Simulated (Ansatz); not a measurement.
Basis-set extrapolation for `C=C(N)SBO` (PBE0-D4/def2-TZVP geometry, frozen core, Ansatz). Multiplicity 1, RHF reference.

|  | def2-TZVPP | def2-QZVPP |
| --- | --- | --- |
| HF | -630.919842 | -630.941605 |
| MP2 correlation | -1.052799 | -1.130406 |
| CCSD(T) correlation | -1.141852 | not run |

Energies in hartree. Use E(X) = E(∞) + A·exp(−7.88·√X) for Hartree–Fock and E(X) = E(∞) + B·X^(−2.97) for correlation, with X = 3 and 4, and add CCSD(T) minus MP2 of the smaller set to the MP2 limit.

Q: What is the CCSD(T) energy at the basis-set limit?

A: HF limit: -630.941605 + (-0.021763) × 0.13774 = -630.94460. MP2 limit: -1.130406 + (-0.077607) × 0.74074 = -1.18789. Higher-order term: -1.141852 − (-1.052799) = -0.08905. Total: -632.22154 hartree, 4.35 eV below CCSD(T)/def2-TZVPP.
